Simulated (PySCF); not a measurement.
CNO, SMILES [N]=C=O (connectivity only; charge and spin as stated), charge -1, multiplicity 1. Atoms are numbered in the order given.

```xyz
3

N      0.0000     0.0000    -1.2579
C      0.0000     0.0000    -0.0718
O      0.0000     0.0000     1.1545
```
Charge -1, spin multiplicity 1.

The structure is a stationary point at B3LYP-D3(BJ)/def2-TZVPD. The spin state was assumed, not searched. The isomer is the one that the SMILES or the coordinates give; other isomers of the formula were not compared.

All values below come from B3LYP/pcSseg-2 in PySCF.

GIAO shieldings, no solvent; atoms alike by connectivity are averaged. δ = σ(ref) − σ: ¹⁵N against NH3 (σ = 260.3 ppm); ¹³C against TMS (σ = 181.3 ppm); ¹⁷O against H2O (σ = 325.5 ppm), references at their B3LYP-D3(BJ)/def2-TZVP geometries, non-relativistic.

```tsv
nucleus	atoms	count	δ (ppm)
¹⁵N	N1	1	91.5
¹³C	C2	1	136.5
¹⁷O	O3	1	42.0
```
